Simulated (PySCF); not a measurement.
Coordinates in bohr (charge 1 multiplicity 1):
```
Sb    0.0000    0.0000    0.0000
Cl    4.4204    0.0000    0.0000
Cl    0.0000    4.4204    0.0000
Cl   -4.4204    0.0000    0.0000
Cl    0.0000   -4.4204    0.0000
```

Method: B3LYP/[Sb def2-SVP with ECP28, Cl def2-SVP], scalar-relativistic core potentials, density fitting, no spin–orbit coupling, PySCF.

This geometry of SbCl₄⁺ is a stationary point at this level.

What is the point group?

D4h.

Is it a minimum?

No: it has 1 imaginary mode, at 95i cm⁻¹ (b2u).

List the harmonic modes with their infrared intensities.


| symmetry | ω (cm⁻¹) | IR (km/mol, summed over degenerate members) | type |
| --- | --- | --- | --- |
| b2u | 95i | – | bend |
| a2u | 125 | 3.3 | bend |
| eu | 166 | 17.5 | bend |
| b2g | 189 | 0.0 | bend |
| b1g | 336 | 0.0 | stretch |
| a1g | 348 | 0.0 | stretch |
| eu | 406 | 90.0 | stretch |

What are the dipole moment and the gap between the highest occupied and lowest empty levels?

0.00 D about the centre of mass and 2.80 eV.

In D4h the vibrations span b2u + a2u + 2eu + b2g + b1g + a1g. The a1g, b1g, b2g, b2u modes carry no infrared intensity, as symmetry demands. With a centre of inversion only u modes can be infrared active and only g modes Raman active.

This need not be the most stable arrangement of these atoms. At this level a singlet minimum of Td symmetry lies 176 kJ/mol below this structure.
